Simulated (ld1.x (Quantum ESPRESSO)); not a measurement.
# chromium: one change to a TM semilocal potential, before and after

| Quantity | Value |
| --- | --- |
| Element | chromium |
| Generator | ld1.x (Quantum ESPRESSO) 7.5 |
| Type | norm-conserving Troullier–Martins (semilocal form) |
| Functional | PBE |
| Relativity | scalar-relativistic |
| Frozen core | [Ne] |
| Valence charge | 14 |
| Reference configuration | 3s2 3p6 3d4.5 4s0 4p0 (charge +1.5) |
| Partial waves | 3p (bound): rc 1.55 bohr; 3d (bound): rc 1.30 bohr; 3s (bound): rc 1.15 bohr |
| Local potential | the s channel |
| Core correction | none |

Change: type ultrasoft, which also changes the form from semilocal to separable; waves now 3s (bound): rc 1.15 bohr; 4s (bound): rc 1.15 bohr; 3p (bound): rcut 1.35, rcutus 1.55 bohr; 4p (bound): rcut 1.35, rcutus 1.55 bohr; 3d (bound): rcut 1.15, rcutus 1.30 bohr; 3d channel at -0.85 Ry: rcut 1.15, rcutus 1.30 bohr; local potential all-electron potential smoothed inside 1.35 bohr (lloc = -2); augmentation built from norm-conserving waves at rcut, not smoothed further.

Cutoffs: the cutoffs (Ry, on a coarse ladder) from which the occupation-weighted sum of valence levels, in a spherical-Bessel basis at the reference potential, stays within 10 and 1 mRy of its value at 400 Ry; they do not see the model core or the augmentation charge, which bear on the density cutoff. Errors are all-electron minus pseudo energies relative to the spin-unpolarised reference configuration.

**Question.** What does the change do?

**Answer.** A bound ghost appears in s, which as a rule spoils a file; the number of tests that count goes from 7 to 1 (the test run of the changed file stopped, so its transferability is not established); the range in which the d phases agree widens (upper end 2.8 → 4.4). In the semilocal form every listed channel keeps its own potential, so the choice of the local channel does not act on these tests. It acts once the file is put into the separable form. A semilocal file is local in each channel, so a ghost entry of none says nothing of the separable form that plane-wave codes build from it. Several settings change at once here, so the effects cannot be laid on one of them.

```tsv
quantity	base	changed
cutoffs, loose and tight	120 Ry, 180 Ry	not determined
bound ghosts	none	s
tests counted (converged, no solver errors)	7 of 7	1 of 7 (the test run stopped)
error for 3s2 3p6 3d5 4s0 4p0, meV [ΔE -6.40 eV]	-1.3	+0.6
s: phases at 1.70 bohr within 0.05 rad from the reference energy up to (Ry; the scan ends near 5)	-0.6	-1.0
p: phases at 1.70 bohr within 0.05 rad from the reference energy up to (Ry; the scan ends near 5)	2.1	n/a
d: phases at 1.70 bohr within 0.05 rad from the reference energy up to (Ry; the scan ends near 5)	2.8	4.4
```

Changed file: Tests not counted: 3s2 3p6 3d5 4s1 4p0 (solver errors, printed error -2119 eV). A true bound ghost makes a file unfit for plane-wave use even where its test errors are small: the radial tests pick states by their node count and pass the ghost by. Where a test does run into it, the solver fails or the error is huge.
